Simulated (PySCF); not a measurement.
SMILES c1ccc([SiH2]c2ccco2)cc1, singlet (GFN2-xTB optimised geometry):

```
22

C      3.245    -1.243    -3.893
C      3.765    -1.852    -2.763
C      2.997    -1.954    -1.617
C      1.699    -1.452    -1.571
Si     0.657    -1.611    -0.003
C     -0.627    -0.248     0.000
C     -1.997    -0.248     0.000
C     -2.407     1.104    -0.002
C     -1.258     1.835    -0.002
O     -0.186     1.034     0.000
C      1.193    -0.844    -2.718
C      1.955    -0.739    -3.868
H      3.843    -1.161    -4.789
H      4.771    -2.247    -2.776
H      3.410    -2.429    -0.739
H      1.524    -1.481     1.175
H     -0.057    -2.893     0.021
H     -2.627    -1.114     0.001
H     -3.410     1.479    -0.004
H     -1.083     2.893    -0.003
H      0.188    -0.446    -2.708
H      1.544    -0.263    -4.747
```

Calculation: CAM-B3LYP/def2-SVP (PySCF).

Task: What are the frontier orbital energies and the dipole moment?

Result: HOMO-2 -8.49 eV, HOMO-1 -8.46 eV, HOMO -7.86 eV, LUMO 0.72 eV, LUMO+1 1.05 eV; dipole moment 0.77 D.

Meta-Löwdin charges at CAM-B3LYP/def2-SVP: C1 -0.10, C2 -0.10, C3 -0.09, C4 -0.22, Si5 0.64, C6 -0.08, C7 -0.15, C8 -0.17, C9 0.06, O10 -0.23, C11 -0.09, C12 -0.10, H13 0.10, H14 0.10, H15 0.10, H16 -0.11, H17 -0.11, H18 0.12, H19 0.12, H20 0.12, H21 0.10, H22 0.10.
